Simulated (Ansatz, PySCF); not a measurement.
CH5AlO2S, SMILES C[O][Al]([OH])[SH].

The structure is a stationary point at r2SCAN-D4/def2-SVP. The structure was generated by enumeration; whether it is a known compound was not checked. One conformer was computed; it need not be the lowest.

Vertical ionisation energy (IE) and electron affinity (EA) in eV. Rows of orbital energies are one-electron estimates. Where ΔSCF, EOM or ADC give a negative EA the extra electron is unbound and the value depends on the basis.

| level | IE | EA |
|---|---|---|
| −ε(HOMO), −ε(LUMO), CAM-B3LYP/def2-TZVP (PySCF) | 8.92 | -0.47 |
| −ε(HOMO), −ε(LUMO), PBE/def2-TZVP (PySCF) | 6.35 | 1.26 |
| ΔSCF, PBE0/def2-SVPD (Ansatz), final states of multiplicity 2 and 2 | 9.81 | -0.38 |
| ΔSCF, PBE/def2-SVPD (Ansatz), final states of multiplicity 2 and 2 | 9.38 | -0.22 |

Task: What vertical singlet–triplet gap does ΔSCF give with PBE0/def2-SVPD (Ansatz, a program for electronic structure) and with PBE/def2-SVPD (Ansatz)? (The exact figures need the calculation; the answer reports its results.)

Result: 5.60 and 5.06 eV (triplet above singlet where positive).
